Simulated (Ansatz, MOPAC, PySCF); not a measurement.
Molecule: BOCl (charge 0, singlet). SMILES: O=BCl
Structure (B3LYP-D3(BJ)/def2-TZVP (Ansatz, a first-principles code) minimum search):
```
B
O 1 1.2048
Cl 1 1.6862 2 180.00
```
Charge 0, spin multiplicity 1.

Wanted: vertical ionisation energy to the doublet, in eV. Set-up: non-relativistic; frozen cores in correlated levels; UHF or UKS for open shells; no spin-orbit coupling; 6-311+G** with 5d, 6d on Na to Ar in Ansatz; PM7 with its own dispersion and hydrogen-bond terms; 6-31G* and kin with 6d, 5d where marked; each state is the SCF solution reached for its charge and spin; dispersion terms only where a functional's name holds one. Ab initio and DFT rows: single points at B3LYP-D3(BJ) geometries (Ansatz). Semi-empirical rows: differences of heats of formation at the shared geometry for vertical values.

| level | program | vertical ionisation energy to the doublet (eV) |
|---|---|---|
| PM6 | MOPAC | 11.94 |
| PM7 | MOPAC | 11.62 |
| HF/6-311+G** | Ansatz | 11.28 |
| PBE/6-31G* | Ansatz | 12.29 |
| PBE/6-311+G** | Ansatz | 12.43 |
| B3LYP/3-21G | Ansatz | 12.72 |
| B3LYP/6-311+G** | Ansatz | 12.62 |
| M06-2X/6-31G* (5d) | PySCF | 12.77 |
| MP2/6-31G* | Ansatz | 13.02 |
| B3LYP/def2-TZVPD | Ansatz | 12.55 |
| PBE0/def2-TZVPD | Ansatz | 12.54 |
| M06-2X/def2-TZVPD | PySCF | 12.81 |

No value to compare with is used here. The 9 habitual levels span 11.28 (HF/6-311+G**) to 13.02 eV (MP2/6-31G*); B3LYP/def2-TZVPD gives 12.55.

The levels are drawn from those run, B3LYP/6-31G* more often than the rest, none by its result; left out are runs that failed, that the program found above a lower state of the same kind, or whose <S^2> lies over 0.5 above the pure value.
